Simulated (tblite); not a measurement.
Input of a run (GFN2-xTB geometry optimisation, gas phase (tblite 0.8.0)), started from a force field or distance geometry:
```
{"job": {"kind": "relax", "xc": "GFN2-xTB", "basis": "xTB"}, "charge": 0, "multiplicity": 1}
C      2.613200    -0.118700    -0.421100
C      1.117300    -0.020500    -0.645400
S      0.701000     0.334300    -1.944500
C      0.215200    -0.311000     0.492100
F      0.576500    -1.614100     0.945900
C      0.472900     0.616600     1.686300
S     -0.093700     2.258500     1.133500
Si    -1.586900     1.466700    -0.195100
C     -1.230300    -0.326100     0.194000
C     -1.645300    -1.259600    -0.906000
H      2.827500    -0.936300     0.279100
H      3.021000     0.846900    -0.078200
H      3.130500    -0.340200    -1.360300
H      1.547700     0.602300     1.955900
H     -0.178600     0.261100     2.505000
H     -2.942100     1.869200     0.239000
H     -1.317600     1.808100    -1.588400
H     -1.830800    -0.547600     1.126900
H     -1.070300    -2.203600    -0.799600
H     -1.628500    -0.826000    -1.908800
H     -2.707500    -1.542900    -0.710700
```

Output (eV, eV/Å):
```
step      E/eV     max force
  0    -853.09597   16.953
  1    -854.06614    7.299
  2    -854.58000    3.939
  3    -854.78213    1.586
  4    -854.82343    0.417
  5    -854.85619    0.418
  6    -854.89554    0.463
  7    -854.90713    0.348
  8    -854.92344    0.271
  9    -854.93838    0.507
 10    -854.95535    0.510
 11    -854.96805    0.308
 12    -854.97800    0.206
 13    -854.98591    0.268
 14    -854.99195    0.241
 15    -854.99633    0.159
 16    -855.00023    0.164
 17    -855.00431    0.210
 18    -855.00814    0.180
 19    -855.01105    0.113
 20    -855.01334    0.133
 21    -855.01577    0.190
 22    -855.01867    0.189
 23    -855.02167    0.123
 24    -855.02438    0.110
 25    -855.02692    0.147
 26    -855.02951    0.177
 27    -855.03201    0.125
 28    -855.03416    0.118
 29    -855.03594    0.106
 30    -855.03772    0.119
 31    -855.03995    0.110
 32    -855.04308    0.147
 33    -855.04743    0.169
 34    -855.05276    0.160
 35    -855.05806    0.163
 36    -855.06223    0.158
 37    -855.06551    0.154
 38    -855.06877    0.145
 39    -855.07217    0.126
 40    -855.07565    0.124
 41    -855.07924    0.151
 42    -855.08298    0.192
 43    -855.08542    0.150
 44    -855.08852    0.187
 45    -855.09031    0.098
 46    -855.09250    0.101
 47    -855.09408    0.170
 48    -855.09734    0.219
 49    -855.10018    0.162
 50    -855.10241    0.105
 51    -855.10366    0.095
 52    -855.10482    0.102
 53    -855.10606    0.102
 54    -855.10737    0.075
 55    -855.10869    0.094
 56    -855.11023    0.116
 57    -855.11230    0.176
 58    -855.11495    0.179
 59    -855.11754    0.115
 60    -855.11955    0.092
 61    -855.12102    0.096
 62    -855.12246    0.107
 63    -855.12389    0.096
 64    -855.12529    0.090
 65    -855.12637    0.070
 66    -855.12717    0.063
 67    -855.12777    0.059
 68    -855.12837    0.062
 69    -855.12901    0.069
 70    -855.12970    0.062
 71    -855.13040    0.059
 72    -855.13110    0.058
 73    -855.13183    0.068
 74    -855.13262    0.088
 75    -855.13343    0.089
 76    -855.13425    0.067
 77    -855.13505    0.061
 78    -855.13575    0.053
 79    -855.13626    0.042
 80    -855.13660    0.037
 81    -855.13686    0.035
 82    -855.13712    0.042
 83    -855.13741    0.045
 84    -855.13772    0.038
 85    -855.13806    0.044
 86    -855.13845    0.045
 87    -855.13896    0.055
 88    -855.13965    0.064
 89    -855.14037    0.058
 90    -855.14107    0.063
 91    -855.14175    0.082
 92    -855.14257    0.097
 93    -855.14343    0.079
 94    -855.14437    0.058
 95    -855.14516    0.058
 96    -855.14585    0.067
 97    -855.14671    0.085
 98    -855.14766    0.072
 99    -855.14843    0.087
100    -855.14904    0.066
101    -855.14971    0.089
102    -855.15068    0.083
103    -855.15225    0.074
104    -855.15326    0.083
105    -855.15470    0.107
106    -855.15477    0.218
107    -855.15697    0.071
108    -855.15779    0.073
109    -855.15933    0.080
110    -855.16023    0.099
111    -855.16166    0.057
112    -855.16212    0.069
113    -855.16256    0.070
114    -855.16299    0.066
115    -855.16367    0.064
116    -855.16432    0.055
117    -855.16496    0.051
118    -855.16552    0.049
119    -855.16603    0.050
120    -855.16655    0.058
121    -855.16715    0.064
122    -855.16773    0.081
123    -855.16829    0.052
124    -855.16875    0.041
125    -855.16921    0.055
126    -855.16959    0.060
127    -855.17010    0.049
128    -855.17057    0.050
129    -855.17106    0.043
130    -855.17150    0.040
131    -855.17194    0.049
132    -855.17237    0.053
133    -855.17278    0.060
134    -855.17303    0.053
135    -855.17326    0.034
136    -855.17344    0.026
137    -855.17373    0.029
138    -855.17392    0.030
139    -855.17416    0.031
140    -855.17428    0.027
141    -855.17436    0.023
142    -855.17444    0.024
143    -855.17452    0.023
144    -855.17457    0.018
145    -855.17461    0.014
146    -855.17466    0.018
147    -855.17470    0.016
148    -855.17473    0.014
149    -855.17476    0.012
150    -855.17479    0.009
```

Problem. Summarise the run.

Solution. The energy falls by 2.079 eV over 150 L-BFGS steps, the largest force on an atom goes from 16.95 to 0.009 eV/Å, and the atoms move by 0.597 Å rms after alignment. The bond that changes most is C2=S3 (thiocarbonyl carbon to thiocarbonyl sulfur), which lengthens by 0.214 Å. Bonds longer at the end by more than 0.005 Å: 6 of 21; shorter: 14. Among the angles that change most is C4–C6–S7, from 104.9° to 112.3°. Among the dihedrals that turn most is S3–C2–C4–C6, from -122° to -80°. The energy never rose by more than 1e-5 eV on the way. The first step brought 47 % of the lowering.

Problem. What are the final bond lengths?

Solution. C1–C2 1.484 Å, C2=S3 1.624 Å, C2–C4 1.501 Å, C4–F5 1.399 Å, C4–C6 1.540 Å, C6–S7 1.816 Å, S7–Si8 2.153 Å, Si8–C9 1.908 Å, C9–C10 1.523 Å, C4–C9 1.530 Å, C1–H11 1.092 Å, C1–H12 1.090 Å, C1–H13 1.086 Å, C6–H14 1.090 Å, C6–H15 1.091 Å, Si8–H16 1.463 Å, Si8–H17 1.449 Å, C9–H18 1.097 Å, C10–H19 1.090 Å, C10–H20 1.087 Å, C10–H21 1.087 Å. Numbering counts from 1 in the input's order; the species is `C[C@H]1[C@@](F)(C(C)=S)CS[SiH2]1`.

On one thread, Arm Neoverse N1 (aarch64), shared host with 64 logical CPUs at a one-minute load of 56, this took 3.2 s wall.

Its GFN2-xTB frequencies are all real (lowest 56 cm⁻¹). The numbers are those of one conformer. 3 starts were optimised and ended at 0.00, 0.48 and 4.49 kcal/mol (GFN2-xTB); the lowest of these is shown.

The numbers are calculated, not measured.
